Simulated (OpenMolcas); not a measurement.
# Re4+: ligand-field states by method

Re4+ with 4 ligands (chloride) in tetrahedral coordination (Td) at 2.26 Å. Ligand basis ANO-RCC-VDZP.
```
Re    0.0000    0.0000    0.0000
Cl    1.3048    1.3048    1.3048
Cl    1.3048   -1.3048   -1.3048
Cl   -1.3048    1.3048   -1.3048
Cl   -1.3048   -1.3048    1.3048
```

```
Program             : OpenMolcas
Basis               : ANO-RCC-VDZP [7s6p4d2f1g]
Scalar Hamiltonian  : DKH2, point nucleus
Active space        : 3 electrons in 5 orbitals (5d)
State averaging     : 2S+1 = 4 even, 10 roots; 2S+1 = 2 even, 40 roots
Spin-orbit coupling : state interaction with AMFI integrals over the reference wave functions
```

I. CASSCF
II. SS-CASPT2, IPEA 0.25 Eh, imaginary shift 0.1 Eh (the 44 lowest orbitals frozen, all others correlated)

Spin-free states (labels of Td) in cm-1, each column counted from its own energy of the first state listed:

```
   State  Degeneracy      I     II
     4T1           3      0      0
      2E           2    446  -1270
2S+1 = 2           3   9206   6580
2S+1 = 2           3  10714   7930
     4T2           3  10847  11240
```

II puts a state of multiplicity 2 lowest, 1300 cm-1 below that state.

From I to II, I's first state of the same spin (4T2) moves from 10847 to 11240 cm-1, by about +400 cm-1.

From I to II, I's first state of another spin (2E) moves from 446 to -1270 cm-1, by about -1700 cm-1.

χT at 300 K: I 0.44, II 0.35 cm3 K/mol.

The states above are spin-free; spin-orbit coupling is strong here and shifts and splits them by thousands of cm-1.

Roots that are degenerate in the reference are averaged as groups; the widest CASPT2 spread within a group is 220 cm-1 (the 3-fold group of multiplicity 2 near 9190 cm-1 above the lowest state of its run, II). Shifts and gaps below about the spread of the groups concerned are not significant. Over all roots computed the reference weight is 0.68 to 0.70 in II; a low but even weight reflects the number of correlated electrons. The least metal-like active orbital is 67 % on the metal (Löwdin) and no ligand orbital is active, so the numbers are rough, and ground spin, moment and any spin crossover can be artefacts of this space; highly charged d ions in such sites are as a rule low spin. Ligand-to-metal charge-transfer states are missing. With no ligand orbital active B as a rule stays too high, so bands that hang on it stand too high and its fall with covalency is understated. Spin-orbit coupling mixes the spin-free states strongly: the lowest level takes only 58 % from its leading state, 4T1 (figures for I; the like holds for II). Without dynamic correlation the repulsion within the d shell is too large (B by tens of per cent), so at a given field states of lower spin stand too high (holds for I). This shell can be high or low spin here, a state of another spin lies low, and with metal d orbitals alone active their balance is uncertain, so the ground spin may be wrong (holds for I). With metal d orbitals alone the field can be off either way by tens of per cent (holds for I). An orbital doublet at a regular site is open to a Jahn-Teller distortion, which this geometry leaves out (holds for II). This shell can be high or low spin here, a state of another spin lies low, and with metal d orbitals alone active their balance is uncertain, so the ground spin may be wrong, although the usual error favours high spin (holds for II). These CASPT2 states fit no ligand-field parameters well, so their order and spin gaps are uncertain (holds for II). With one d shell and no ligand orbital active, 10Dq can be off by a tenth or more (holds for II). No measured value stands beside these numbers; the geometry was imposed, not optimised, and the real ion may take another.
